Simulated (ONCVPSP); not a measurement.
## Te: ONCV pseudisation with PBEsol, fully relativistic reference atom.

| Quantity | Value |
| --- | --- |
| Element | tellurium |
| Generator | ONCVPSP 4.0.1 |
| Type | optimised norm-conserving Vanderbilt (ONCV) |
| Functional | PBEsol |
| Relativity | fully relativistic |
| Frozen core | [Kr] 4d10 |
| Valence charge | 6 |
| Reference configuration | 5s2 5p4 |
| Partial waves | 5s: rc 1.90 bohr, ncon 4, nbas 7, qcut 4.4 1/bohr, 2 projectors, debl 3.4 Ha; 5p: rc 2.30 bohr, ncon 5, nbas 10, qcut 3.3 1/bohr, 2 projectors, debl 3.7 Ha; d scattering state at 0.35 Ha: rc 1.85 bohr, ncon 4, nbas 8, qcut 6.2 1/bohr, 3 projectors, debl 1.2 Ha |
| Local potential | polynomial inside 1.40 bohr (lpopt 2, dvloc0 -1 Ha) |
| Core correction | none |

Open shells are filled in proportion to 2j + 1.

All-electron outer shells of the reference configuration (PBEsol, scalar-relativistic, ld1.x):

```tsv
shell	level (eV)	outermost node (bohr)	outermost maximum (bohr)
4p	-114.23	0.38	0.74
4d	-41.59	0.36	0.81
5s	-15.15	0.91	1.80
5p	-5.97	1.00	2.17
```

(1) Is a potential produced?

Results:

(1) No. ONCVPSP 4.0.1 stopped with "ERROR pspot: first pseudo wave function has node, program will stop": the optimised pseudo-wave of the first projector has a node, so the radial equation cannot be inverted for a potential. It happened in the s channel.
